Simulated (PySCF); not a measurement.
C3H6O3.

```xyz
12

C      2.3145     0.0000    -0.0182
O      1.0776     0.0000    -0.7051
C      0.0000     0.0000     0.0709
O      0.0000     0.0000     1.2732
O     -1.0776     0.0000    -0.7051
C     -2.3145     0.0000    -0.0182
H      2.4129    -0.8924     0.6176
H      3.0924     0.0000    -0.7905
H      2.4129     0.8924     0.6176
H     -3.0924     0.0000    -0.7905
H     -2.4129     0.8924     0.6176
H     -2.4129    -0.8924     0.6176
```

Geometry: PBE0-D3(BJ)/def2-SVP.

Method: PBE0/pcSseg-1 in PySCF. Non-relativistic, no solvent.

Computed absolute GIAO shielding of each atom: isotropic value and principal components (ppm):
```csv
atom,σ(iso),σ11,σ22,σ33,span
C1,130.2,102.8,110.0,177.8,75.0
O2,193.6,49.8,233.2,297.9,248.1
C3,22.5,-63.2,52.2,78.4,141.6
O4,24.8,-126.2,-115.4,316.2,442.4
O5,193.6,49.8,233.2,297.9,248.1
C6,130.2,102.8,110.0,177.8,75.0
H7,27.6,24.1,25.4,33.4,9.3
H8,27.7,23.8,26.0,33.3,9.4
H9,27.6,24.1,25.4,33.4,9.3
H10,27.7,23.8,26.0,33.3,9.4
H11,27.6,24.1,25.4,33.4,9.3
H12,27.6,24.1,25.4,33.4,9.3
```
